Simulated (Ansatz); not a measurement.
Species: PbI$_{2}$, charge 0, singlet. PbI2 (SMILES [I][Pb][I]).
B3LYP-D3(BJ)/def2-TZVP minimum from Ansatz (an electronic-structure program):
```
Pb
I 1 2.8372
I 1 2.8372 2 101.23
```

Total energies in hartree (Ansatz). Open shells are spin-unrestricted; no spin-orbit coupling. Cores are frozen in correlated methods (noble-gas shells, and filled d and f shells in the p block). Past Kr the def2 sets carry scalar-relativistic core potentials. Spin-orbit terms, left out, reach several kcal/mol for Br and I, and more for heavier atoms.

| species | HF/def2-TZVPP | CCSD(T)/def2-TZVPP | HF/def2-QZVPP | CCSD(T)/def2-QZVPP | CCSDT(Q)/def2-TZVPP |
|---|---|---|---|---|---|
| 1: PbI2 (SMILES [Pb]([I])[I]) | -785.28638 | -785.67464 | -785.28992 | -785.72666 | -785.67687 |
| 2: Pb (triplet) | -191.83552 | -191.88342 | -191.83621 | -191.88661 | -191.88372 |
| 3: I (doublet) | -296.65857 | -296.79430 | -296.65973 | -296.81374 | -296.79495 |

Task: Work out the atomisation energy (electronic, to ground-state atoms) in kcal/mol: take Hartree-Fock from def2-QZVPP, extrapolate the CCSD(T) correlation energy as X^-3 (X = 3, 4), and add CCSDT(Q) - CCSD(T) in def2-TZVPP. 1 hartree = 627.51 kcal/mol.

Result: 
Species 1: correlation (64·(-0.43674) - 27·(-0.38826))/37 = -0.47212; step -0.00223; E1 = -785.28992 + (-0.47212) + (-0.00223) = -785.76427
Species 2: correlation (64·(-0.05040) - 27·(-0.04790))/37 = -0.05222; step -0.00030; E2 = -191.83621 + (-0.05222) + (-0.00030) = -191.88873
Species 3: correlation (64·(-0.15401) - 27·(-0.13573))/37 = -0.16735; step -0.00065; E3 = -296.65973 + (-0.16735) + (-0.00065) = -296.82773
-1·E1 +1·E2 +2·E3 = 0.22008 hartree = 138.1 kcal/mol.
